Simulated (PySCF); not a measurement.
A structure optimised at B3LYP-D3(BJ)/def2-SVP, used in a PySCF frequency run:

```xyz
5

Hf     0.0000     0.0000     0.0000
F     -1.1036     1.1036    -1.1036
F      1.1036     1.1036     1.1036
F      1.1036    -1.1036    -1.1036
F     -1.1036    -1.1036     1.1036
```
Charge 0, spin multiplicity 1.

Task: Write its SMILES, formula and point group.

Result: [F][Hf]([F])([F])[F], F₄Hf, Td

Task: What are its rotational constants (standard atomic weights)?

Result: 2.7303, 2.7303, 2.7303 GHz
